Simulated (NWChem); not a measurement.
System: C3H6BrF; SMILES CC[C@H](F)Br

Input file for NWChem:

```
start job
memory heap 200 mb stack 900 mb global 1100 mb
geometry units angstroms noautoz
  C     -1.172567     1.906390    -0.584666
  C     -0.416520     1.563892     0.687201
  C      0.655412     0.514362     0.520286
  F      1.549902     0.890035    -0.421845
  Br    -0.092200    -1.227785     0.009706
  H     -1.737486     1.039146    -0.957217
  H     -1.883401     2.725135    -0.402575
  H     -0.479389     2.225776    -1.376261
  H      0.102107     2.459831     1.073143
  H     -1.099168     1.229250     1.483953
  H      1.193114     0.309609     1.457299
end
basis spherical
  C library 3-21g
  F library 3-21g
  Br library 3-21g
  H library 3-21g
end
dft
  xc xpbe96 cpbe96
  iterations 150
  vectors input atomic output neutral.movecs
end
task dft energy
charge 1
dft
  odft
  mult 2
  vectors input atomic output cation.movecs
end
task dft energy
```

Parts of the log:

```
             Northwest Computational Chemistry Package (NWChem) 7.3.0
             --------------------------------------------------------

 C1  symmetry detected

                             Geometry "geometry" -> ""
                             -------------------------

 Output coordinates in angstroms (scale by  1.889725989 to convert to a.u.)

  No.       Tag          Charge          X              Y              Z
 ---- ---------------- ---------- -------------- -------------- --------------
    1 C                    6.0000    -1.14713552     1.96056718    -0.56647338
    2 C                    6.0000    -0.40890345     1.57002349     0.70200864
    3 C                    6.0000     0.64355488     0.50408253     0.51623085
    4 F                    9.0000     1.55330666     0.88633470    -0.40847903
    5 Br                  35.0000    -0.13379859    -1.20892713    -0.04591795
    6 H                    1.0000    -1.72580095     1.11475241    -0.96620277
    7 H                    1.0000    -1.84325148     2.78826568    -0.36867740
    8 H                    1.0000    -0.44104726     2.28664101    -1.34380280
    9 H                    1.0000     0.12393067     2.44508961     1.11550468
   10 H                    1.0000    -1.10480860     1.22835778     1.48417734
   11 H                    1.0000     1.16907301     0.26429154     1.45184379

 Effective nuclear repulsion energy (a.u.)     345.5062740205

  pbe96 is a nonlocal functional; adding pw91lda local functional.

                                 NWChem DFT Module
                                 -----------------

 Summary of "ao basis" -> "ao basis" (spherical)
 ------------------------------------------------------------------------------
       Tag                 Description            Shells   Functions and Types
 ---------------- ------------------------------  ------  ---------------------
 C                           3-21g                   5        9   3s2p
 F                           3-21g                   5        9   3s2p
 Br                          3-21g                  10       22   5s4p1d
 H                           3-21g                   2        2   2s

            General Information
            -------------------
          SCF calculation type: DFT
          Wavefunction type:  closed shell.
          No. of atoms     :    11
          No. of electrons :    68
           Alpha electrons :    34
            Beta electrons :    34
          Charge           :     0
          Spin multiplicity:     1
          Use of symmetry is: off; symmetry adaption is: off
          Maximum number of iterations: 150
          AO basis - number of functions:    70
                     number of shells:    42
          Convergence on energy requested:  1.00D-06
          Convergence on density requested:  1.00D-05
          Convergence on gradient requested:  5.00D-04

              XC Information
              --------------
          PerdewBurkeErnzerhof Exchange Functional  1.000
            Perdew 1991 LDA Correlation Functional  1.000 local
           PerdewBurkeErnz. Correlation Functional  1.000 non-local

             Grid Information
             ----------------
          Grid used for XC integration:  medium
          Radial quadrature: Mura-Knowles
          Angular quadrature: Lebedev.
          Tag              B.-S. Rad. Rad. Pts. Rad. Cut. Ang. Pts.
          ---              ---------- --------- --------- ---------
          C                   0.70       49           9.0       434
          F                   0.50       49          10.0       434
          Br                  1.15      112          11.0       590
          H                   0.35       45          11.0       434
          Grid pruning is: on
          Number of quadrature shells:   578
          Spatial weights used:  Erf1

      Superposition of Atomic Density Guess
      -------------------------------------

 Sum of atomic energies:       -2774.26838914

      Non-variational initial energy
      ------------------------------

 Total energy =   -2776.578720
 1-e energy   =   -4551.372258
 2-e energy   =    1429.287264
 HOMO         =      -0.325947
 LUMO         =       0.095250

   convergence    iter        energy       DeltaE   RMS-Dens  Diis-err
 ---------------- ----- ----------------- --------- --------- ---------
 d= 0,ls=0.0,diis     1  -2777.5784790363 -3.12D+03  2.99D-02  1.17D+00
 d= 0,ls=0.0,diis     2  -2777.3556862615  2.23D-01  2.02D-02  3.20D+00
 d= 0,ls=0.0,diis     3  -2777.7026524436 -3.47D-01  2.04D-03  4.64D-02
 d= 0,ls=0.0,diis     4  -2777.7063940052 -3.74D-03  1.11D-03  5.05D-03
 d= 0,ls=0.0,diis     5  -2777.7067298266 -3.36D-04  4.69D-04  8.56D-04
  Resetting Diis
 d= 0,ls=0.0,diis     6  -2777.7068332142 -1.03D-04  9.91D-05  2.90D-05
 d= 0,ls=0.0,diis     7  -2777.7068371458 -3.93D-06  5.47D-05  1.90D-06
 d= 0,ls=0.0,diis     8  -2777.7068368059  3.40D-07  3.12D-05  4.60D-06
 d= 0,ls=0.0,diis     9  -2777.7068374222 -6.16D-07  3.22D-06  6.44D-08

         Total DFT energy =    -2777.706837422212
      One electron energy =    -4554.612284363850
           Coulomb energy =     1551.044347536672
    Exchange-Corr. energy =     -119.645174615486
 Nuclear repulsion energy =      345.506274020453

 Numeric. integr. density =       68.000029660700

                       DFT Final Molecular Orbital Analysis
                       ------------------------------------

 Vector   32  Occ=2.000000D+00  E=-2.786536D-01
              MO Center=  6.0D-01,  2.1D-01, -3.3D-02, r^2= 3.4D+00
   Bfn.  Coefficient  Atom+Function         Bfn.  Coefficient  Atom+Function
  ----- ------------  ---------------      ----- ------------  ---------------
    48      0.311776   5 Br py               35      0.293534   4 F  py
    52      0.294792   5 Br py               31      0.264765   4 F  py
    36      0.252909   4 F  pz               32      0.232182   4 F  pz
    44     -0.205308   5 Br py               66      0.151083   9 H  s
    22     -0.145036   3 C  py               70     -0.145192  11 H  s

 Vector   33  Occ=2.000000D+00  E=-2.363655D-01
              MO Center= -5.2D-02, -1.0D+00, -4.3D-02, r^2= 1.9D+00
   Bfn.  Coefficient  Atom+Function         Bfn.  Coefficient  Atom+Function
  ----- ------------  ---------------      ----- ------------  ---------------
    53      0.457885   5 Br pz               49      0.399091   5 Br pz
    51     -0.360368   5 Br px               47     -0.319660   5 Br px
    45     -0.272084   5 Br pz               43      0.216323   5 Br px
    35     -0.132007   4 F  py               31     -0.120359   4 F  py
    41      0.088022   5 Br pz               34     -0.075072   4 F  px

 Vector   34  Occ=2.000000D+00  E=-2.300538D-01
              MO Center= -7.6D-02, -9.8D-01,  1.3D-02, r^2= 2.1D+00
   Bfn.  Coefficient  Atom+Function         Bfn.  Coefficient  Atom+Function
  ----- ------------  ---------------      ----- ------------  ---------------
    51      0.410837   5 Br px               47      0.352979   5 Br px
    53      0.319345   5 Br pz               52     -0.272994   5 Br py
    49      0.271218   5 Br pz               43     -0.240745   5 Br px
    48     -0.227119   5 Br py               15      0.192159   2 C  s
    45     -0.185300   5 Br pz               44      0.155431   5 Br py

 Vector   35  Occ=0.000000D+00  E=-1.676685D-02
              MO Center=  2.1D-01, -3.5D-01,  2.2D-01, r^2= 2.8D+00
   Bfn.  Coefficient  Atom+Function         Bfn.  Coefficient  Atom+Function
  ----- ------------  ---------------      ----- ------------  ---------------
    24      0.940898   3 C  s                52     -0.763061   5 Br py
    26     -0.615439   3 C  py               50     -0.520968   5 Br s
    22     -0.358068   3 C  py               51     -0.342449   5 Br px
    25     -0.323982   3 C  px               48     -0.281141   5 Br py
    53     -0.246401   5 Br pz               70     -0.202172  11 H  s

 Vector   36  Occ=0.000000D+00  E= 7.783698D-02
              MO Center= -4.7D-02,  1.3D+00,  7.4D-01, r^2= 4.6D+00
   Bfn.  Coefficient  Atom+Function         Bfn.  Coefficient  Atom+Function
  ----- ------------  ---------------      ----- ------------  ---------------
    70      0.934560  11 H  s                 6     -0.838862   1 C  s
    68      0.714283  10 H  s                62      0.696218   7 H  s
    15     -0.688318   2 C  s                27     -0.687617   3 C  pz
    66      0.639878   9 H  s                24     -0.476198   3 C  s
    18     -0.408610   2 C  pz               33     -0.320526   4 F  s

 Vector   37  Occ=0.000000D+00  E= 1.087251D-01
              MO Center=  4.9D-01,  1.3D+00,  7.3D-01, r^2= 3.3D+00
   Bfn.  Coefficient  Atom+Function         Bfn.  Coefficient  Atom+Function
  ----- ------------  ---------------      ----- ------------  ---------------
    66      1.086656   9 H  s                15     -0.848121   2 C  s
    24     -0.772354   3 C  s                70      0.615428  11 H  s
    25     -0.574414   3 C  px               17     -0.567466   2 C  py
    33      0.488053   4 F  s                68     -0.431515  10 H  s
     6      0.369593   1 C  s                16     -0.351537   2 C  px

     Multipole analysis of the density
     ---------------------------------

     L   x y z        total         alpha         beta         nuclear
     -   - - -        -----         -----         ----         -------
     0   0 0 0     -0.000000    -34.000000    -34.000000     68.000000

     1   1 0 0     -0.181561     -0.090781     -0.090781      0.000000
     1   0 1 0      0.584229      0.292114      0.292114      0.000000
     1   0 0 1      0.543487      0.271744      0.271744     -0.000000

[...]
```

Level: PBE/3-21G, vertical spin-unrestricted ions. All runs use the structure optimised with PBE0/def2-SVP.
